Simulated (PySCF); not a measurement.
Compound: C6H11OPS.
SMILES: `CSCP1(=O)C(C)=C1C`

Torsions of this conformer, `[CH3:1][S:2][CH2:3][P:4]1(=[O:5])[C:6]([CH3:7])=[C:8]1[CH3:9]`: C1–S2–C3–P4 46°, S2–C3–P4–O5 41°.

The closed-shell ground state was solved at several levels (PySCF, density fitting, gas phase, non-relativistic). Isolated species at its PBE0-D3(BJ)/def2-SVP geometry (one conformer only).

| level | basis functions | HOMO (eV) | LUMO (eV) | gap (eV) | dipole (D) |
| --- | --- | --- | --- | --- | --- |
| B3LYP/def2-SVPD | 282 | -6.18 | -0.68 | 5.50 | 5.39 |
| B3LYP/pcSseg-1 | 222 | -6.13 | -0.57 | 5.56 | 5.16 |

(1) Estimate the row for PBE0/pcSseg-1, a basis of 222 functions; the other rows only guide the guess.

(2) Over all these levels, which gives the widest orbital gap and which the narrowest?

(3) How far do the dipole and the HOMO energy spread over the levels?

## Answers

(1) HOMO -6.37 eV, LUMO -0.39 eV, gap 5.98 eV, dipole 5.29 D.

(2) PBE0/pcSseg-1 (global hybrid, 25 % exact exchange) has the widest, 5.98 eV, and B3LYP/def2-SVPD (global hybrid, 20 % exact exchange) the narrowest, 5.50 eV. Functional and basis both differ between the two, so the spread mixes both effects.

(3) The dipole runs from 5.16 to 5.39 D (mean 5.28 D) and the HOMO from -6.37 to -6.13 eV.
